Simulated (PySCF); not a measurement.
Two species compared at the same levels of theory.

First species: C3H5FS.
Structure used (PBE0-D3(BJ)/def2-SVP), in Å, numbered top down from 1:
```
atom  x, y, z in Å
C1    -1.6587    0.2550   -0.0638
S2    -0.4319    1.4775    0.4467
C3     1.0965    0.6491    0.3376
C4     1.4367   -0.5799   -0.0561
F5     0.5684   -1.4995   -0.4863
H6    -2.6258    0.7703    0.0160
H7    -1.5032   -0.0663   -1.1013
H8    -1.6578   -0.6178    0.6017
H9     1.9225    1.2886    0.6618
H10    2.4689   -0.9386   -0.0560
```

Second species: 7-chloroindole, C8H6ClN.
InChI=1S/C8H6ClN/c9-7-3-1-2-6-4-5-10-8(6)7/h1-5,10H

Levels: CAM-B3LYP/def2-SVPD for dipole moment, HOMO energy, LUMO energy, HOMO–LUMO gap, static isotropic polarisability and electronic spatial extent ⟨r²⟩ about the centre of nuclear charge; TDDFT CAM-B3LYP/def2-SVPD for lowest singlet excitation; PBE0-D3(BJ)/def2-SVP for rotational constant A and rotational constant C. Geometries: PBE0-D3(BJ)/def2-SVP. All species are isolated and taken at one optimised geometry, non-relativistic unless stated; the electronic structure was computed with PySCF and density fitting.

The conformers computed, where there is a choice (atom-mapped SMILES and torsion angles):
- `[CH3:1][S:2]/[CH:3]=[CH:4]\[F:5]`: C1–S2–C3–C4 2°

Values for the first species:

| Item | Value |
| --- | --- |
| Dipole moment | 0.31 D |
| HOMO energy | -7.49 eV |
| LUMO energy | 1.09 eV |
| HOMO–LUMO gap | 8.58 eV |
| Lowest singlet excitation | 5.37 eV |
| Static isotropic polarisability | 60.1 au |
| Electronic spatial extent ⟨r²⟩ about the centre of nuclear charge | 553 bohr² |
| Rotational constant A | 6.820 GHz |
| Rotational constant C | 2.124 GHz |

Q: Estimate the same properties for the second species, and the change in each.

A: 
| property | first | second | second less first |
| --- | --- | --- | --- |
| dipole moment | 0.31 D | 1.55 D | +1.24 D |
| HOMO energy | -7.49 eV | -7.36 eV | +0.13 eV |
| LUMO energy | 1.09 eV | 0.29 eV | -0.80 eV |
| HOMO–LUMO gap | 8.58 eV | 7.65 eV | -0.93 eV |
| lowest singlet excitation | 5.37 eV | 4.92 eV | -0.45 eV |
| static isotropic polarisability | 60.1 au | 112.8 au | +52.7 au |
| electronic spatial extent ⟨r²⟩ about the centre of nuclear charge | 553 bohr² | 1526 bohr² | +973 bohr² |
| rotational constant A | 6.820 GHz | 1.790 GHz | -5.030 GHz |
| rotational constant C | 2.124 GHz | 0.703 GHz | -1.421 GHz |

On the first: The dipole equals about 1.0 × 10⁻³⁰ C·m (1 D = 3.33564 × 10⁻³⁰ C·m). The polarisability is 8.90 Å³ as a volume (1 au = 0.148185 Å³), or 1.25 au for each of the 48 electrons.

On the second: S1 lies 2.73 eV below the HOMO–LUMO gap; its leading configuration is HOMO→LUMO, weight 0.55. The 6 singlets span 4.92 to 6.50 eV, and their oscillator strengths add up to 0.87.
